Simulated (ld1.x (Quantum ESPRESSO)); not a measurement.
Debugging a pseudopotential input (Mo (Z = 42), ld1.x (Quantum ESPRESSO) 7.5)

Command:

```bash
ld1.x < Mo.in > Mo.out
```

Input:

```
&input
   title='Mo', zed=42., rel=1, dft='PBE', iswitch=3,
   config='[Kr] 4d5 5s1 5p0',
   nld=3, rlderiv=4.55, eminld=-2.0, emaxld=5.0, deld=0.02
 /
 &inputp
   pseudotype=1, tm=.false., lloc=0,
   nlcc=.true., rcore=1.50,
   file_pseudopw='Mo.pp', file_wfcaegen='ae.wfc', file_wfcncgen='nc.wfc'
 /
3
5P  2  1   0.00   0.00  4.20  4.20  0.0
4D  3  2   5.00   0.00  1.70  1.70  0.0
5S  1  0   1.00   0.00  2.75  2.75  0.0
 &test
   configts(1)='4d5 5s1 5p0'
 /
```

This is an input that runs to its end, with one change: tm switched.

Q: How does the run end?

A: The program runs through. The occupied levels of the test differ from the all-electron ones by at most 0.00000 Ry (unchanged input: 0.00000 Ry).

```

     Etot =   -8097.243804 Ry,   -4048.621902 Ha, -110168.614337 eV
     Etotps =   -23.930501 Ry,     -11.965250 Ha,    -325.591046 eV

     Ekin =      17.897203 Ry,       8.948602 Ha,     243.503858 eV
     Encl =     -22.804052 Ry,     -11.402026 Ha,    -310.264931 eV
     Ehrt =      14.746806 Ry,       7.373403 Ha,     200.640520 eV
     Ecxc =     -13.624269 Ry,      -6.812134 Ha,    -185.367622 eV
     (Ecc =      -8.046947 Ry,      -4.023473 Ha,    -109.484289 eV)
     Epseu=     -20.146189 Ry,     -10.073095 Ha,    -274.102871 eV

     ---------------------- End of pseudopotential test ----------------------
```
